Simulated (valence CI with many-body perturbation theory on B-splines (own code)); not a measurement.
**Hf LXVII: key properties**

Level of theory: configuration interaction combined with many-body perturbation theory (CI+MBPT): four valence electrons over a frozen Dirac-Fock core [He], radial functions for each j: 11 s, 11 p, 10 d, 8 f, 5 g, 2 h, with the one-electron correlation potential Σ1, the two-electron term Σ2, the three-electron term Σ3, Breit, model QED; selected CI, second order for the rest, scaled by the run's own slope (own B-spline code, finite nucleus).

No measured spectrum was set against this ion. As an estimate, large intervals hold to a few tenths of a per cent, small ones and those within an open d or f shell to about a per cent. Among the levels kept, up to 1200 cm⁻¹ of a level comes from second order outside the variational space, and about a tenth of that is noise between levels of different J, which matters for small intervals.

Levels are named by their leading jj configuration (3d3/2^4 stands for four electrons in 3d with j = 3/2), which in mixed levels can hold well under half, so a name can repeat and another be missing.

Rates and lifetimes use the calculated energies. Strong lines usually hold to 10 to 20 %, long lifetimes can be off by a factor of two.

**Question.** What is the ground level?

**Answer.** (2s^2 2p1/2^2) J=0, composition 68 % 2s2 2p2 3P + 32 % 2s2 2p2 1S.

**Question.** What is the ionisation energy?

**Answer.** 17283 eV; NIST lists 17280 ± 40 eV (theoretical).

**Question.** Where does the other parity begin?

**Answer.** At (2s 2p1/2^2 2p3/2) J=2, 112.59 Ry.

**Question.** Among levels below 987.13 Ry, which E1 lines absorb most strongly from the ground level?

**Answer.** to (2s^2 2p1/2 3d3/2) J=1 at 0.1201 nm, f = 1.09; to (2s 2p1/2^2 3p1/2) J=1 at 0.1226 nm, f = 0.332; to (2s 2p1/2^2 3p3/2) J=1 at 0.1180 nm, f = 0.302.

**Question.** Name the longest-lived excited levels whose lifetime is computed, and their main decay.

**Answer.** (2s^2 2p1/2 2p3/2) J=2 at 92.69 Ry lives 18.1 ns, mostly by E2 to (2s^2 2p1/2^2) J=0; (2s^2 2p1/2 2p3/2) J=1 at 91.36 Ry lives 84.3 ps, mostly by M1 to (2s^2 2p1/2^2) J=0; (2s 2p1/2^2 2p3/2) J=2 at 112.59 Ry lives 32.4 ps, mostly by E1 to (2s^2 2p1/2 2p3/2) J=1.
